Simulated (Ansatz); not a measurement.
The cluster Li3Si6. Total charge 0; doublet. Geometry PBE0-D4/def2-SVP.

```tsv
atom	x (Å)	y (Å)	z (Å)
Li1	2.456	1.898	-0.177
Li2	-0.777	0.433	-2.887
Li3	2.268	-1.201	-0.109
Si4	-1.685	-0.660	-0.938
Si5	1.064	0.793	1.569
Si6	0.013	-1.338	0.855
Si7	0.314	0.742	-0.735
Si8	-2.343	-1.418	1.215
Si9	-1.310	0.752	1.206
```

Another isomer (doublet) lies 0.39 eV lower at PBE0-D4/def2-TZVP; other spin states weren't run for this one.

Question: Estimate the α-spin orbital energies around the gap (eV) in Ansatz with PBE-D4/def2-TZVP, BLYP-D4/def2-TZVP, r2SCAN-D4/def2-TZVP, r2SCANh-D4/def2-TZVP, PBE0-D4/def2-SVP.

Answer: 
```tsv
orbital	PBE-D4/def2-TZVP	BLYP-D4/def2-TZVP	r2SCAN-D4/def2-TZVP	r2SCANh-D4/def2-TZVP	PBE0-D4/def2-SVP
HOMO−9	-8.37	-8.14	-8.68	-9.15	-9.72
HOMO−8	-7.91	-7.72	-8.14	-8.58	-9.12
HOMO−7	-6.25	-5.97	-6.50	-6.85	-7.30
HOMO−6	-6.13	-5.82	-6.38	-6.71	-7.11
HOMO−5	-5.43	-5.18	-5.61	-5.92	-6.30
HOMO−4	-5.22	-4.98	-5.37	-5.67	-6.09
HOMO−3	-5.07	-4.78	-5.21	-5.47	-5.82
HOMO−2	-4.67	-4.43	-4.79	-5.07	-5.45
HOMO−1	-3.97	-3.74	-4.05	-4.31	-4.70
HOMO	-3.15	-2.88	-3.25	-3.45	-3.68
LUMO	-2.49	-2.29	-2.40	-2.22	-1.94
LUMO+1	-2.08	-1.87	-1.96	-1.73	-1.44
LUMO+2	-1.83	-1.75	-1.42	-1.26	-1.25
LUMO+3	-1.68	-1.55	-1.30	-1.15	-1.08
LUMO+4	-1.16	-0.97	-0.93	-0.71	-0.37
LUMO+5	-1.01	-0.81	-0.76	-0.54	-0.25
β HOMO	-3.92	-3.70	-4.01	-4.27	-4.65
β LUMO	-2.60	-2.40	-2.40	-2.16	-1.91
```
